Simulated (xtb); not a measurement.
fluoromethane (CH₃F), singlet, from a rough starting geometry; GFN2-xTB in xtb.

Here is a job for xtb.
```
$ xtb mol.xyz --gfn 2 --opt vtight --json

# file mol.xyz
5

C     -0.07154861     0.00506229     0.03865086
F      1.22957143    -0.24622774    -0.13440148
H     -0.33570228    -0.12938388     1.08179395
H     -0.35677927     1.05868335    -0.27196417
H     -0.59337227    -0.68981199    -0.62956194
```

What the program printed (banner, timings and long lists left out):

```
   ID    Z sym.   atoms
    1    6 C      1
    2    9 F      2
    3    1 H      3-5

           -------------------------------------------------
          |                Calculation Setup                |
           -------------------------------------------------

           -------------------------------------------------
          |                 G F N 2 - x T B                 |
           -------------------------------------------------

          ...................................................
          :                      SETUP                      :
          :.................................................:
          :  # basis functions                  11          :
          :  # atomic orbitals                  11          :
          :  # shells                            7          :
          :  # electrons                        14          :
          :  max. iterations                   250          :
          :  Hamiltonian                  GFN2-xTB          :
          :  restarted?                      false          :
          :  GBSA solvation                  false          :
          :  PC potential                    false          :
          :  electronic temp.          300.0000000     K    :
          :  accuracy                    1.0000000          :
          :  -> integral cutoff          0.2500000E+02      :
          :  -> integral neglect         0.1000000E-07      :
          :  -> SCF convergence          0.1000000E-05 Eh   :
          :  -> wf. convergence          0.1000000E-03 e    :
          :  Broyden damping             0.4000000          :
          :  net charge                          0          :
          :  unpaired electrons                  0          :
          ...................................................

 iter      E             dE          RMSdq      gap      omega  full diag
   1     -8.4296586 -0.842966E+01  0.475E+00   15.06       0.0  T
   2     -8.4472172 -0.175586E-01  0.248E+00   14.63       1.0  T
   3     -8.4475157 -0.298545E-03  0.993E-01   14.77       1.0  T
   4     -8.4475728 -0.570839E-04  0.107E-01   14.82       1.0  T
   5     -8.4475741 -0.128250E-05  0.221E-02   14.82       2.0  T
   6     -8.4475742 -0.107692E-06  0.113E-02   14.82       3.9  T
   7     -8.4475743 -0.612301E-07  0.861E-04   14.82      51.9  T
   8     -8.4475743 -0.606414E-09  0.334E-04   14.82     133.9  T

   *** convergence criteria satisfied after 8 iterations ***

         :::::::::::::::::::::::::::::::::::::::::::::::::::::
         ::                     SUMMARY                     ::
         :::::::::::::::::::::::::::::::::::::::::::::::::::::
         :: total energy              -8.390894674802 Eh    ::
         :: gradient norm              0.045189806668 Eh/a0 ::
         :: HOMO-LUMO gap             14.821209150421 eV    ::
         ::.................................................::
         :: SCC energy                -8.447574270942 Eh    ::
         :: -> isotropic ES            0.012579876449 Eh    ::
         :: -> anisotropic ES          0.000452435200 Eh    ::
         :: -> anisotropic XC         -0.002995279116 Eh    ::
         :: -> dispersion             -0.000796747868 Eh    ::
         :: repulsion energy           0.056679596140 Eh    ::
         :: add. restraining           0.000000000000 Eh    ::
         :: total charge              -0.000000000000 e     ::
         :::::::::::::::::::::::::::::::::::::::::::::::::::::

      -----------------------------------------------------------
     |                   =====================                   |
     |                        A N C O P T                        |
     |                   =====================                   |
     |               Approximate Normal Coordinate               |
     |                Rational Function Optimizer                |
      -----------------------------------------------------------
      -----------------------------------------------------------
     |                   =====================                   |
     |                        A N C O P T                        |
     |                   =====================                   |
     |               Approximate Normal Coordinate               |
     |                Rational Function Optimizer                |
      -----------------------------------------------------------

          ...................................................
          :                      SETUP                      :
          :.................................................:
          :   optimization level         verytight          :
          :   max. optcycles                   200          :
          :   ANC micro-cycles                  20          :
          :   degrees of freedom                 9          :
          :.................................................:
          :   RF solver                   davidson          :
          :   write xtbopt.log                true          :
          :   linear?                        false          :
          :   energy convergence         0.1000000E-06 Eh   :
          :   grad. convergence          0.2000000E-03 Eh/α :
          :   maxmium RF displ.          1.0000000          :
          :   Hlow (freq-cutoff)         0.1000000E-01      :
          :   Hmax (freq-cutoff)         5.0000000          :
          :   S6 in model hess.         20.0000000          :
          ...................................................

generating ANC from exact Hessian ...
Using Lindh-Hessian (1995)
 Shifting diagonal of input Hessian by    0.0000000000000000
 Lowest  eigenvalues of input Hessian
    0.000000    0.000000    0.000000    0.000000    0.000000    0.000000
    0.092268    0.101646    0.140625    0.160967    0.165598    0.451035
    1.016728    1.145032    1.589832
 Highest eigenvalues
    0.160967    0.165598    0.451035    1.016728    1.145032    1.589832

[...]
 * total energy  :    -8.3908947 Eh     change       -0.2711609E-10 Eh
 * total energy  :    -8.3930541 Eh     change       -0.2159401E-02 Eh
 * total energy  :    -8.3933398 Eh     change       -0.2857052E-03 Eh
 * total energy  :    -8.3933579 Eh     change       -0.1809895E-04 Eh
 * total energy  :    -8.3933632 Eh     change       -0.5355198E-05 Eh
 * total energy  :    -8.3933633 Eh     change       -0.9904040E-07 Eh
   *** GEOMETRY OPTIMIZATION CONVERGED AFTER 6 ITERATIONS ***
[...]
          :  # basis functions                  11          :
          :  # atomic orbitals                  11          :
          :  # shells                            7          :
          :  # electrons                        14          :
          :  max. iterations                   250          :
          :  Hamiltonian                  GFN2-xTB          :
          :  restarted?                      false          :
          :  GBSA solvation                  false          :
          :  PC potential                    false          :
          :  electronic temp.          300.0000000     K    :
          :  accuracy                    1.0000000          :
          :  -> integral cutoff          0.2500000E+02      :
          :  -> integral neglect         0.1000000E-07      :
          :  -> SCF convergence          0.1000000E-05 Eh   :
          :  -> wf. convergence          0.1000000E-03 e    :
          :  Broyden damping             0.4000000          :
          :  net charge                          0          :
          :  unpaired electrons                  0          :
          ...................................................

 iter      E             dE          RMSdq      gap      omega  full diag
   1     -8.4524621 -0.845246E+01  0.936E-06   14.30       0.0  T
   2     -8.4524621 -0.124345E-13  0.566E-06   14.30    7901.1  T
   3     -8.4524621  0.106581E-13  0.550E-07   14.30   81332.6  T

   *** convergence criteria satisfied after 3 iterations ***

         :::::::::::::::::::::::::::::::::::::::::::::::::::::
         ::                     SUMMARY                     ::
         :::::::::::::::::::::::::::::::::::::::::::::::::::::
         :: total energy              -8.393363334252 Eh    ::
         :: gradient norm              0.000056114549 Eh/a0 ::
         :: HOMO-LUMO gap             14.298352325249 eV    ::
         ::.................................................::
         :: SCC energy                -8.452462107302 Eh    ::
         :: -> isotropic ES            0.013796295750 Eh    ::
         :: -> anisotropic ES          0.000240501092 Eh    ::
         :: -> anisotropic XC         -0.002541882147 Eh    ::
         :: -> dispersion             -0.000787243690 Eh    ::
         :: repulsion energy           0.059098773050 Eh    ::
         :: add. restraining           0.000000000000 Eh    ::
         :: total charge               0.000000000000 e     ::
         :::::::::::::::::::::::::::::::::::::::::::::::::::::

           -------------------------------------------------
          |                Property Printout                |
           -------------------------------------------------

    * Orbital Energies and Occupations

         #    Occupation            Energy/Eh            Energy/eV
      -------------------------------------------------------------
         1        2.0000           -0.8094655             -22.0267
         2        2.0000           -0.6226471             -16.9431
         3        2.0000           -0.5429743             -14.7751
         4        2.0000           -0.5429659             -14.7749
         5        2.0000           -0.5424904             -14.7619
         6        2.0000           -0.4585330             -12.4773
         7        2.0000           -0.4585284             -12.4772 (HOMO)
         8                          0.0669264               1.8212 (LUMO)
         9                          0.1197678               3.2590
        10                          0.1914751               5.2103
        11                          0.1915833               5.2132
      -------------------------------------------------------------
                  HL-Gap            0.5254548 Eh           14.2984 eV
             Fermi-level           -0.1958010 Eh           -5.3280 eV

     #   Z          covCN         q      C6AA      α(0)
     1   6 C        3.557     0.063    20.419     6.595
     2   9 F        0.783    -0.248    11.748     4.049
     3   1 H        0.924     0.062     2.176     2.307
     4   1 H        0.924     0.062     2.176     2.307
     5   1 H        0.924     0.062     2.176     2.307

 Mol. C6AA /au·bohr⁶  :        150.937705
 Mol. C8AA /au·bohr⁸  :       2865.403380
 Mol. α(0) /au        :         17.564750

Wiberg/Mayer (AO) data.
largest (>0.10) Wiberg bond orders for each atom

 ---------------------------------------------------------------------------
     #   Z sym  total        # sym  WBO       # sym  WBO       # sym  WBO
 ---------------------------------------------------------------------------
     1   6 C    3.896 --     5 H    0.981     3 H    0.981     4 H    0.981
                             2 F    0.953
     2   9 F    0.999 --     1 C    0.953
     3   1 H    0.996 --     1 C    0.981
     4   1 H    0.996 --     1 C    0.981
     5   1 H    0.996 --     1 C    0.981
 ---------------------------------------------------------------------------

Topologies differ in total number of bonds
Writing topology from bond orders to xtbtopo.mol

molecular dipole:
                 x           y           z       tot (Debye)
 q only:       -0.745       0.119       0.086
   full:       -0.871       0.140       0.101       2.257
molecular quadrupole (traceless):
                xx          xy          yy          xz          yz          zz
 q only:       -1.564       0.393       0.762       0.248      -0.041       0.801
  q+dip:       -3.410       0.847       1.668       0.571      -0.093       1.743
   full:       -2.760       0.687       1.348       0.456      -0.074       1.411

optimized geometry written to: xtbopt.xyz

           -------------------------------------------------
          | TOTAL ENERGY               -8.393363334252 Eh   |
          | GRADIENT NORM               0.000056114549 Eh/α |
          | HOMO-LUMO GAP              14.298352325249 eV   |
           -------------------------------------------------

normal termination of xtb
```
